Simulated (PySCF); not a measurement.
Vertical excitations of a molecule CH3F3OSi from TDDFT-CAM-B3LYP/def2-SVPD in PySCF 2.14.0, as energy in eV (oscillator strength): 6.93 (0.004), 7.93 (0.053), 8.72 (0.008), 8.74 (0.014), 8.99 (0.021), 9.12 (0.033), 9.55 (0.039), 9.62 (0.039), 10.21 (0.002), 10.43 (0.012). Lowest triplet (TDA): 6.51 eV. The structure is a stationary point at PBE0-D3(BJ)/def2-SVP. Other conformers were not sampled.

Problem. Identify the compound among the candidates.
A. O[SiH2]C(F)(F)F
B. OC[Si](F)(F)F
C. O[Si](F)(F)CF
D. CO[Si](F)(F)F

Solution. B, OC[Si](F)(F)F
